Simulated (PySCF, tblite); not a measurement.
Compound: C3H8BF2P.
Z-matrix (Å and degrees, GFN2-xTB geometry), rows numbered from 1:
```
F 
C   1  1.3514
C   2  1.3214  1  122.65
C   3  1.4877  2  126.04  1     1.07
F   4  1.4244  3  109.57  2   -40.37
B   4  1.6628  3  113.69  2    77.15
P   6  1.9286  4  100.29  3  -104.77
H   2  1.0790  1  111.53  3  -179.85
H   3  1.0782  2  117.63  1   177.72
H   4  1.0931  3  109.42  2  -154.26
H   6  1.1903  4  113.29  3   142.44
H   6  1.1886  4  114.09  3    11.05
H   7  1.3714  6  121.06  4    53.63
H   7  1.3861  6  117.32  4   174.70
H   7  1.3762  6  117.69  4   -68.41
```

Jobs on this species (15 atoms, 64 electrons) with PySCF (density fitting) and tblite. Hardware of each: Arm Neoverse N1, one thread, shared host. Times come from a shared host and carry two figures at best.

```tsv
level and settings	work	basis functions	SCF cycles	wall time
PBE0/pcSseg-1	shieldings, charges and field gradients, density and orbital grids written	166	?	?
B3LYP/def2-SVPD	8 singlets by full TDDFT, 3 Tamm–Dancoff triplets, polarisability, density and orbital grids written	214	?	?
GFN2-xTB	Hessian by finite differences	–	–	0.72 s
GFN2-xTB	L-BFGS relaxation	–	–	1.6 s
```

**Question.** Fill in the missing figures.

**Answer.** 
- PBE0/pcSseg-1; shieldings, charges and field gradients, density and orbital grids written: 51 s, 14 SCF cycles
- B3LYP/def2-SVPD; 8 singlets by full TDDFT, 3 Tamm–Dancoff triplets, polarisability, density and orbital grids written: 81 s, 14 SCF cycles

**Question.** What do all jobs in the table cost together?

**Answer.** About 2.2 min; the longest takes about 60 % of that, and about 110 times as long as the shortest.
